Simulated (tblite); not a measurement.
Compound: C₆H₃ClF (doublet state).
SMILES: `FC1=C(Cl)C=CC=[C]1`

Calculated harmonic vibrations of the isolated species, GFN2-xTB (tblite), most abundant isotopes, no scaling. The method is semi-empirical: single wavenumbers can be off by several per cent or more. Open shells enter through the occupations alone, without spin polarisation, and single modes of such species can be off by tens of per cent.

Harmonic wavenumbers (cm⁻¹): 134.9, 197.3, 241.6, 344.2, 437.2, 460.0, 486.6, 517.3, 610.0, 655.0, 761.8, 790.0, 867.5, 891.9, 989.5, 1091.4, 1152.1, 1157.5, 1230.8, 1266.4, 1388.1, 1431.5, 1500.2, 1604.7, 3084.7, 3096.3, 3105.4.

A = 3017, B = 1575, C = 1035 MHz; mass 128.991 u (most abundant isotopes); point group Cs, symmetry number 1; spin multiplicity 2.

Question: Zero-point energy?

Answer: ½Σν̃ = 14747 cm⁻¹ = 42.16 kcal/mol.

Question: What is S at 200 K and 1 bar for an ideal gas of classical rigid rotors and harmonic oscillators?

Answer: Translation 38.52, rotation 27.38, vibration 6.95, spin (R ln 2) 1.38: S = 74.2 cal/(mol K).

Question: And Cp and H(200 K) − H(0)?

Answer: Cp = 19.42 cal/(mol K), of which vibrations give 11.47 (their classical limit is 27 R = 53.7); H(200 K) − H(0) = 2.50 kcal/mol without the zero-point energy, 0.91 from vibrations.

Question: How do the functions run with temperature in this model?

Answer: 
```
 T (K)  S (cal/(mol K))  Cp (cal/(mol K))  H − H(0) (kcal/mol)  G − H(0) (kcal/mol)  ln q(vib)
   150             69.2              15.7                 1.62                -8.76       0.68
   250             79.0              23.1                 3.56               -16.18       1.81
298.15             83.3              26.5                 4.76               -20.08       2.44
   400             92.0              32.9                 7.79               -29.02       3.88
   600            107.2              41.7                15.32               -48.98       6.83
   900            125.6              49.1                29.07               -84.01      11.10
```

q(vib) and H(0) count from the zero-point level.

Question: Which modes carry the vibrational entropy at 200 K?

Answer: 134.9 cm⁻¹: 2.12; 197.3 cm⁻¹: 1.45; 241.6 cm⁻¹: 1.12; 344.2 cm⁻¹: 0.63; 437.2 cm⁻¹: 0.37; 460.0 cm⁻¹: 0.32 cal/(mol K); the other 21 give 0.93 together.

Hindered rotation and anharmonicity are outside this model.

On an Arm Neoverse V2 with one thread, no GPU, shared host with 96 logical CPUs at a one-minute load of 25, this took 0.24 s of wall time. The figure is for the frequency step alone.
